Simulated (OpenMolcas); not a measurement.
**How basis sets differ on C2H5GeN (SMILES C1=[N][GeH2][CH2]1)**

C2H5GeN has 9 atoms, charge 0, and is taken as a singlet. As SMILES, `C1=[N][GeH2][CH2]1`. The coordinates come from a PBE0-D4/def2-TZVP relaxation.

Quantity: the dipole moment, in D. The values are calculated.

```tsv
level	kind	program	value (D)	CPU time
HF/ANO-RCC-MB (DKH2)	Hartree–Fock	OpenMolcas	2.07	5.5 s
HF/STO-3G	Hartree–Fock	OpenMolcas	2.37	6.1 s
HF/3-21G	Hartree–Fock	OpenMolcas	2.90	7.8 s
HF/ANO-RCC-VDZP (DKH2, RICD fitting)	Hartree–Fock	OpenMolcas	2.81	6.1 s
HF/def2-SVP	Hartree–Fock	OpenMolcas	2.71	16 s
```

All-electron rows without a relativistic Hamiltonian named are non-relativistic. The values span 2.07 to 2.90 D. Magnitudes only. Sets without polarisation functions give poor dipoles. Times are those of the runs behind each value, whatever else they computed, on shared processors of several kinds: orders of magnitude only.
